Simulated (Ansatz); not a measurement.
Si₁₈H₂₄, a nanocrystal cut from hexagonal silicon. The state is a singlet with charge 0. Geometry PBE-D4/def2-SVP; atoms count from 1.

```xyz
42

Si   -1.586    4.108   -1.281
Si   -0.033    4.564    0.450
Si   -1.711    1.790   -1.666
Si    0.420    0.985   -2.254
Si    0.898    2.557    1.251
Si    1.970    1.441   -0.521
Si    0.310   -1.331   -2.653
Si    2.447   -2.116   -3.251
Si    2.919   -0.563    0.264
Si    3.996   -1.663   -1.516
Si   -2.372    0.709    0.315
Si   -0.823    1.165    2.049
Si   -2.512   -1.610   -0.056
Si   -0.372   -2.377   -0.660
Si    0.095   -0.842    2.862
Si    1.177   -1.921    1.074
Si   -3.186   -2.676    1.930
Si   -1.637   -2.218    3.665
H    -1.155    4.814   -2.543
H    -2.945    4.635   -0.891
H     1.060    5.460   -0.077
H    -0.731    5.290    1.574
H    -2.694    1.471   -2.768
H     0.895    1.688   -3.505
H     1.891    2.818    2.358
H     3.058    2.325   -1.086
H    -0.699   -1.610   -3.741
H     2.902   -1.443   -4.521
H     2.393   -3.603   -3.502
H     3.886   -0.259    1.384
H     5.112   -0.800   -2.050
H     4.598   -2.957   -1.027
H    -3.724    1.231    0.746
H    -1.561    1.868    3.164
H    -3.483   -1.884   -1.181
H    -0.415   -3.874   -0.867
H     1.097   -0.536    3.950
H     1.747   -3.237    1.551
H    -4.555   -2.188    2.335
H    -3.267   -4.166    1.708
H    -2.348   -1.533    4.806
H    -1.063   -3.514    4.182
```

Single mean-field runs in def2-TZVP are fitted with def2-universal-jkfit.

(1) Estimate the Mulliken populations of the heavy atoms from the PBE0/def2-TZVP orbitals of Ansatz.

(2) And the Mayer bond orders between heavy atoms (over 0.3)?

Answers

(1) 
```csv
atom,charge (e)
Si1,-0.01
Si2,-0.01
Si3,-0.02
Si4,0.01
Si5,-0.02
Si6,0.01
Si7,-0.02
Si8,-0.01
Si9,-0.02
Si10,-0.01
Si11,0.01
Si12,0.01
Si13,-0.02
Si14,0.01
Si15,-0.02
Si16,0.01
Si17,-0.01
Si18,-0.01
```
Mulliken values depend strongly on the basis.

(2) Si1–Si2 0.94 (2.37 Å); Si1–Si3 0.95 (2.35 Å); Si2–Si5 0.95 (2.35 Å); Si3–Si4 0.93 (2.35 Å); Si3–Si11 0.93 (2.35 Å); Si4–Si6 0.94 (2.37 Å); Si4–Si7 0.93 (2.35 Å); Si5–Si6 0.93 (2.35 Å); Si5–Si12 0.93 (2.35 Å); Si6–Si9 0.93 (2.35 Å); Si7–Si8 0.95 (2.35 Å); Si7–Si14 0.93 (2.35 Å); Si8–Si10 0.94 (2.37 Å); Si9–Si10 0.95 (2.35 Å); Si9–Si16 0.93 (2.35 Å); Si11–Si12 0.94 (2.37 Å); Si11–Si13 0.93 (2.35 Å); Si12–Si15 0.93 (2.35 Å); Si13–Si14 0.93 (2.35 Å); Si13–Si17 0.95 (2.35 Å); Si14–Si16 0.94 (2.37 Å); Si15–Si16 0.93 (2.35 Å); Si15–Si18 0.95 (2.35 Å); Si17–Si18 0.94 (2.37 Å).
